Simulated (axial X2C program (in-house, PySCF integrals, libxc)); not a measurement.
Spin–orbit effects along a row: molecules with Mn, PBE0

All values come from calculations with an in-house relativistic program for diatomic molecules, spin-free (one-electron X2C) or two-component (2c: spin–orbit coupling with atomic mean-field Coulomb and Gaunt terms, which also bring small scalar terms), in Dyall basis sets with cores contracted in-house; open shells are unrestricted.

Basis sets: C dyall-v3z, F dyall-av3z, Li dyall-cv3z, Mn dyall-cv3z, N dyall-av3z, O dyall-av3z.

```csv
molecule,spin-free state,Re (Å),ωe (cm⁻¹),De (eV),2c state,Re 2c (Å),ωe 2c (cm⁻¹),De 2c (eV)
LiMn,"M_S = 3, Λ = 0",2.987,220.9,0.38,Ω = 3,2.988,220.7,0.38
MnC,"M_S = 3/2, Λ = 0",1.754,532.0,3.20,Ω = 3/2,1.754,531.5,3.20
MnN,"M_S = 2, Λ = 1",1.633,680.4,2.01,Ω = 1,1.632,681.4,2.03
MnO,"M_S = 5/2, Λ = 0",1.623,875.6,4.02,Ω = 5/2,1.623,875.1,4.02
MnF,"M_S = 3, Λ = 0",1.830,619.0,4.78,Ω = 3,1.830,618.7,4.78
```

Task: Work out the shifts from the spin-free to the two-component result.

Result: 

```tsv
molecule	2c state	ΔRe (Å)	Δωe (cm⁻¹)	ΔDe (eV)
LiMn	Ω = 3	0.001	-0.2	0.00
MnC	Ω = 3/2	0.000	-0.5	0.00
MnN	Ω = 1	-0.001	1.0	0.02
MnO	Ω = 5/2	0.000	-0.5	0.00
MnF	Ω = 3	0.000	-0.3	0.00
```

Shifts of one unit in the last digit are rounding.

Each entry is the lowest single determinant of a limited PBE0 search at one distance. De goes to single-determinant-based atoms at the same level (for ions the charge split of lowest energy) and is withheld (n/a) where an atom does not fit its ground term or J level. Main or longest-lived isotopes. One determinant is a doubtful description, or other states lie close, for LiMn, MnC, MnN, MnO, MnF; these need not be ground states, and all values refer to the states named. Some open-shell Ω = 0 determinants are out of reach, so the Ω given for LiMn, MnN, MnF need not be the lowest component. With several unpaired electrons the Ω given is that of one determinant, not necessarily of the lowest component. Some light 2c atoms are not at their ground J level, so De misses part of their lowering (0.04 eV or less). The functionals have no current term, which raises determinants with orbital currents.
